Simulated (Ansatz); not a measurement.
Relaxation of CH$_{8}$BNOSi (13 atoms, charge 0, multiplicity 1), to a largest force component of 0.02 eV/Å in at most 40 steps.

Level of theory: Ansatz, UKS B3LYP-D4/STO-3G.

```xyz
13
Properties=species:S:1:pos:R:3:forces:R:3
C -1.958 -0.540 0.734 -1.52 3.02 -1.12
B -0.481 -0.160 0.988 3.11 -1.25 0.05
O 0.546 -0.994 0.405 -1.44 2.42 0.16
Si 1.109 -0.243 -1.072 -3.23 -0.50 -0.34
N 2.082 1.158 -0.769 -1.70 1.54 -0.93
H -2.497 0.390 0.236 1.07 -2.04 1.05
H -2.061 -1.377 0.061 -0.34 -0.72 -0.29
H -2.471 -0.696 1.680 -0.47 -0.33 0.35
H -0.190 0.754 1.751 -0.21 -0.77 -0.80
H 1.790 -1.227 -1.848 0.50 -0.35 0.01
H -0.159 0.160 -1.822 1.55 -0.25 0.65
H 1.523 1.867 -0.207 0.28 -0.27 -0.48
H 2.787 0.872 -0.122 2.39 -0.49 1.70
```

Where does it end, and by what steps?

The forces met the threshold. Limits of this set-up: minimal basis. After 23 steps the energy has fallen by 1.335 eV; H11 moved furthest, 1.36 Å.

```
step  energy less start (eV)  largest force component (eV/Å)  accepted
   0                  0.0000                           3.227       yes
   1                 -0.5824                           1.671       yes
   2                 -0.7027                           0.998       yes
   3                 -0.8549                           1.275       yes
   4                 -1.0135                           0.451       yes
   5                 -1.1264                           0.399       yes
   6                 -1.2366                           0.232       yes
   7                 -1.2976                           0.450       yes
   8                 -1.3135                           0.372       yes
   9                 -1.3111                           0.386        no
  10                 -1.3287                           0.192       yes
  11                 -1.3250                           0.533        no
  12                 -1.3315                           0.098       yes
  13                 -1.3326                           0.028       yes
  14                 -1.3330                           0.030       yes
  15                 -1.3332                           0.043       yes
  16                 -1.3334                           0.034       yes
  17                 -1.3338                           0.032       yes
  18                 -1.3338                           0.066        no
  19                 -1.3340                           0.040       yes
  20                 -1.3343                           0.028       yes
  21                 -1.3344                           0.028       yes
  22                 -1.3345                           0.024       yes
  23                 -1.3345                           0.016       yes
```

```xyz
13
Properties=species:S:1:pos:R:3
C -2.107 -0.639 1.084
B -0.720 -0.099 0.527
O -0.224 -0.606 -0.607
Si 1.264 -0.123 -1.341
N 2.184 1.094 -0.501
H -2.836 0.182 1.173
H -2.553 -1.421 0.454
H -1.983 -1.051 2.099
H -0.151 0.747 1.129
H 2.054 -1.331 -1.420
H 0.897 0.387 -2.642
H 1.695 2.010 -0.394
H 2.500 0.816 0.455
```

Run time: 82 s on 1 thread of Intel(R) Xeon(R) Platinum 8375C CPU @ 2.90GHz (Ice Lake), on a shared host, peak memory 0.21 GiB.
